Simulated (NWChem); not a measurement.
Species: BH2Cl; SMILES ClB

Computed with NWChem. The level has its own optimisation; frequencies are unscaled.

### Question
What does the run give for PBE0-D3(BJ)/def2-TZVP? Quantities: r B–H (Å); r B–Cl (Å); highest harmonic frequency (cm⁻¹); lowest (cm⁻¹); zero-point energy (kcal/mol); dipole (D).

### Answer
```json
{
  "r B–H (Å)": "1.190",
  "r B–Cl (Å)": "1.733",
  "highest harmonic frequency (cm⁻¹)": "2725",
  "lowest (cm⁻¹)": "838",
  "zero-point energy (kcal/mol)": "13.2",
  "dipole (D)": "0.54"
}
```
